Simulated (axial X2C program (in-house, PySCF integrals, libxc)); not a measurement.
## Potential curves of GeO⁻, two-component

All values were computed with an in-house relativistic program for diatomic molecules. Two-component (2c) means X2C with spin–orbit coupling and atomic mean-field two-electron Coulomb and Gaunt terms. Basis: Ge dyall-acv3z [10s10p8d5f1g], O dyall-av3z [7s6p3d2f] (cores contracted in-house); Gaussian nuclei, density fitting, unrestricted open shells. Masses: Ge 73.921 u, O 15.995 u.

State: Ω = 1/2 (⟨Sz⟩ = -0.50, ⟨Lz⟩ = 1.00 at HF). Energies in kJ/mol from the lowest point of each curve. Fits are polynomials in 1 − R0/R over 0.85 to 1.23 times the lowest point R0.

```csv
R (Å),HF,TPSS,PBE0
1.4546,101.10,137.28,123.35
1.5215,35.09,59.97,50.22
1.5717,9.83,25.99,19.43
1.6218,0.00,7.25,3.93
1.6720,1.93,0.00,0.00
1.7305,15.28,2.39,6.33
1.7890,37.29,13.26,21.17
1.8643,,35.78,48.74
1.9562,,71.24,90.20
2.0900,209.44,130.00,156.69
```

Occupations by symmetry block were frozen at the best pattern of an incomplete PBE0 search. Density functionals use the spin component along the axis (collinear). The highest occupied level is positive at some bond lengths even in Hartree–Fock (under at least one Hamiltonian), so the basis set holds the extra electron there; where that holds at Re the anion is at best weakly bound and its constants depend on the basis. The functionals have no current-density term, which raises determinants with orbital currents, atoms included. Some points did not converge and are left out.

(1) Fit the HF curve near its minimum: give the equilibrium distance and the harmonic wavenumber.

(2) What are Re and ωe at the TPSS level?

(3) What are Re and ωe at the PBE0 level?

Answers

(1) At HF, 2c: Re = 1.637 Å, ωe ≈ 958 cm⁻¹; Be follows as 0.478 cm⁻¹.

(2) At TPSS, 2c: Re = 1.687 Å, ωe ≈ 823 cm⁻¹; Be follows as 0.45 cm⁻¹.

(3) At PBE0, 2c: Re = 1.667 Å, ωe ≈ 873 cm⁻¹; Be follows as 0.461 cm⁻¹.
